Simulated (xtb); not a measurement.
Cl2Hf, SMILES [Cl][Hf][Cl], multiplicity 1. All values are semi-empirical tight-binding results from xtb (GFN2-xTB unless named), good for trends rather than for accurate numbers. Geometry optimised at GFN2-xTB. The spin state was assumed, not searched.

Optimised geometry:

Bond lengths (Å): Hf1–Cl2 2.179, Hf1–Cl3 2.179. Bond angles (°): Cl2–Hf1–Cl3 180.0.
Charge 0, spin multiplicity 1.

For metal compounds this method's bond lengths and energies can be far off.

| Property | Result |
|---|---|
| point group as xtb finds it | D∞h |
| orbital gap | 0.79 eV |
| zero-point energy | 1.2 kcal/mol |
| G − E(el) at 298.15 K (modified RRHO) | -16.1 kcal/mol |

### Question
Give the atomic charges and the Wiberg bond orders between heavy atoms. (The exact figures need the calculation; the answer reports its results.)

### Answer
charges (e) Hf1 0.40, Cl2 -0.20, Cl3 -0.20. Bond orders Hf1–Cl2 1.27, Hf1–Cl3 1.27.
